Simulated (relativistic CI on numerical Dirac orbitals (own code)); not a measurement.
Calculated at this level of theory: Dirac-Coulomb-Breit CI, orbitals from a KLI potential per configuration, QED by a radiative potential, unscaled Slater integrals (own radial code, finite nucleus).

The strongest absorption lines from the ground level of an ion, among the configurations computed and to levels below about 2590 eV (vacuum wavelength in Å, gf): 6.1535 (0.44), 6.7429 (1.1), 7.1007 (0.047), 7.4719 (6.6), 7.7024 (1.3), 7.9523 (0.38), 9.3709 (0.29), 9.5132 (0.13).

**Question.** Which ion is it?
A. Yb XLIII
B. Ho XL
C. Ho XXXVIII
D. Pm XXXIV

**Answer.** B. Ho XL has 28 electrons and the ground level 3s2 3p6 3d10 1S_0; the strongest line goes to 3s2 3p6 3d9 4f 1P°_1. The pattern of lines fixes the number of electrons, and along that sequence the line energies rise steadily with the charge (about as its square where n changes within one kind of shell, about linearly where n is kept but much faster in heavy ions where fine structure, which grows about as Z⁴, sets the gap, and irregularly where shells cross), which fixes Z. Configurations outside the model, such as inner-shell arrays, can give stronger lines. At this charge energies of transitions that change n are usually good to better than 1 %, and those within a shell (Δn = 0) to a few per cent.

LS names give the leading component of a level, which can be under half, so a name can repeat, a term be missing and a line seem to break the LS rules.
